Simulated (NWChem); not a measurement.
System meant: SiH$_{4}$S$_{2}$O$_{2}$; SMILES O[Si](S)(S)O

NWChem input:

```
start job
memory heap 200 mb stack 900 mb global 1100 mb
geometry units angstroms noautoz
  O     -1.251143    -0.203801     1.406689
  Si    -0.354057     0.014958     0.040183
  O     -1.446820     0.153823    -1.193691
  S      0.843522     1.783781    -0.025580
  S      0.979730    -1.641843    -0.055241
  H     -2.060752     0.316476     1.455331
  H     -1.100147     0.256031    -2.085201
  H      1.735519     1.333398     0.883631
  H      0.079843    -2.494556     0.485121
end
basis spherical
  O library def2-svp
  Si library def2-svp
  S library def2-svp
  H library def2-svp
end
dft
  odft
  mult 2
  xc b3lyp
  iterations 150
  mulliken
end
task dft energy
```

End of the output:

```
 ==============================================================================
                                 internuclear angles
 ------------------------------------------------------------------------------
        center 1       |       center 2       |       center 3       |  degrees
 ------------------------------------------------------------------------------
    2 Si               |   1 O                |   6 H                |   115.29
    1 O                |   2 Si               |   3 O                |   105.66
    1 O                |   2 Si               |   4 S                |   116.11
    1 O                |   2 Si               |   5 S                |   105.94
    3 O                |   2 Si               |   4 S                |   106.13
    3 O                |   2 Si               |   5 S                |   116.47
    4 S                |   2 Si               |   5 S                |   106.96
    2 Si               |   3 O                |   7 H                |   117.53
    2 Si               |   4 S                |   8 H                |    94.21
    2 Si               |   5 S                |   9 H                |    93.20
 ------------------------------------------------------------------------------
                            number of included internuclear angles:         10
 ==============================================================================

 Summary of "ao basis" -> "" (spherical)
 ------------------------------------------------------------------------------
       Tag                 Description            Shells   Functions and Types
 ---------------- ------------------------------  ------  ---------------------
 O                          def2-svp                 6       14   3s2p1d
 Si                         def2-svp                 8       18   4s3p1d
 S                          def2-svp                 8       18   4s3p1d
 H                          def2-svp                 3        5   2s1p

                                 NWChem DFT Module
                                 -----------------

 Summary of "ao basis" -> "ao basis" (spherical)
 ------------------------------------------------------------------------------
       Tag                 Description            Shells   Functions and Types
 ---------------- ------------------------------  ------  ---------------------
 O                          def2-svp                 6       14   3s2p1d
 Si                         def2-svp                 8       18   4s3p1d
 S                          def2-svp                 8       18   4s3p1d
 H                          def2-svp                 3        5   2s1p

  number of electrons :                   66
  multiplicity        :                    2
 ------------------------------------------------------------------------
  no. of electrons and multiplicity not compatible                  66
 ------------------------------------------------------------------------
 ------------------------------------------------------------------------
  current input line :
    27: task dft energy
 ------------------------------------------------------------------------
 ------------------------------------------------------------------------
 There is an error in the input file
 ------------------------------------------------------------------------
 For more information see the NWChem manual at https://nwchemgit.github.io

0: no. of electrons and multiplicity not compatible:Received an Error in Communication
```

Task: Find the fault in this run and fix the input.

Result: The input was rejected before any calculation. Cause: the multiplicity doesn't fit the number of electrons (an even count wants an odd multiplicity, and the reverse). This input runs:
```
start job
memory heap 200 mb stack 900 mb global 1100 mb
geometry units angstroms noautoz
  O     -1.251143    -0.203801     1.406689
  Si    -0.354057     0.014958     0.040183
  O     -1.446820     0.153823    -1.193691
  S      0.843522     1.783781    -0.025580
  S      0.979730    -1.641843    -0.055241
  H     -2.060752     0.316476     1.455331
  H     -1.100147     0.256031    -2.085201
  H      1.735519     1.333398     0.883631
  H      0.079843    -2.494556     0.485121
end
basis spherical
  * library def2-svp
end
dft
  xc b3lyp
  iterations 150
  mulliken
end
task dft energy
```
It converges to -1238.47495 Ha (B3LYP/def2-SVP).
